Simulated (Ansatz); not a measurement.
Geometry optimisation, RKS B3LYP-D4/def2-SVP in Ansatz.

The input (input.yaml):

```yaml
crystal:
  periodic: [false, false, false]
  atoms:
    - { symbol: C, position_ang: [-1.3146, 1.7133, 0.6228] }
    - { symbol: S, position_ang: [-0.4518, 0.664, 1.7185] }
    - { symbol: Si, position_ang: [0.5145, -0.713, 0.4032] }
    - { symbol: C, position_ang: [1.6582, 0.2045, -0.8043] }
    - { symbol: P, position_ang: [-0.9797, -1.933, -0.6503] }
    - { symbol: H, position_ang: [-1.8987, 2.5193, 1.2045] }
    - { symbol: H, position_ang: [-2.0699, 1.2002, 0.0291] }
    - { symbol: H, position_ang: [-0.6455, 2.302, -0.0718] }
    - { symbol: H, position_ang: [1.3749, -1.6152, 1.2811] }
    - { symbol: H, position_ang: [2.1302, -0.496, -1.4292] }
    - { symbol: H, position_ang: [2.3182, 0.8215, -0.2786] }
    - { symbol: H, position_ang: [1.0033, 0.8536, -1.4266] }
    - { symbol: H, position_ang: [-0.172, -2.9334, -1.0869] }
    - { symbol: H, position_ang: [-1.4802, -2.6169, 0.5173] }
basis:
  gaussian: { orbitals: def2-SVP }
hamiltonian:
  xc: b3lyp
  dispersion: d4
relax:
  f_tol: 0.015
  max_steps: 40
```

Launched with:

```bash
$ ansatz run input.yaml --threads 2 --pin off --max-ram 3072MiB --backend cpu --events-out ev --progress --plain --runs-dir out
```

Question: Where does it end, and by what steps?

Answer: It converged. The force dipped under the threshold on the way, but the program's further checks kept it going. After 7 steps the energy has fallen by 0.449 eV; H13 moved furthest, 0.20 Å.

```csv
step,energy less start (eV),largest force component (eV/Å),accepted
0,0.0000,3.190,yes
1,-0.3405,1.405,yes
2,-0.4306,0.444,yes
3,-0.4422,0.171,yes
4,-0.4461,0.105,yes
5,-0.4487,0.025,yes
6,-0.4491,0.008,yes
7,-0.4492,0.013,yes
```

```xyz
14
Properties=species:S:1:pos:R:3
C -1.351 1.741 0.606
S -0.401 0.723 1.808
Si 0.541 -0.685 0.475
C 1.627 0.158 -0.814
P -1.098 -1.840 -0.617
H -1.977 2.423 1.197
H -2.001 1.116 -0.024
H -0.681 2.338 -0.030
H 1.361 -1.542 1.378
H 2.138 -0.589 -1.444
H 2.392 0.779 -0.321
H 1.029 0.804 -1.475
H -0.190 -2.776 -1.208
H -1.400 -2.679 0.499
```

The run took 40 s on 2 threads of Arm Neoverse V1 (shared host), peak memory 0.32 GiB.
